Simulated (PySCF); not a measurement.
Computed shifts of a molecule C₂H₆BFN₂, PySCF with PBE/pcSseg-1, GIAO, gas phase, equivalent atoms averaged, in ppm (number of nuclei): ¹³C: 177.8 (1), 60.6 (1). ¹⁵N: 440.9 (1), 86.0 (1). ¹⁹F: -150.5 (1). ¹H: 8.35 (1), 4.40 (1), 4.00 (3), 3.00 (1). References: ¹³C against TMS (σ = 182.0 ppm); ¹⁵N against NH3 (σ = 267.0 ppm); ¹¹B against BF3 (σ = 83.9 ppm); ¹⁹F against CFCl3 (σ = 133.6 ppm); ¹H against TMS (σ = 31.49 ppm), references at their B3LYP-D3(BJ)/def2-TZVP geometries, non-relativistic. The structure is a stationary point at B3LYP-D3(BJ)/def2-SVP. The values are those of a single conformer.

**Question.** Which molecule gave these data?
A. C/C=N/B(N)F
B. C=C(F)B(N)N
C. NB(N)/C=C\F
D. C/N=C/B(N)F

**Answer.** D, C/N=C/B(N)F
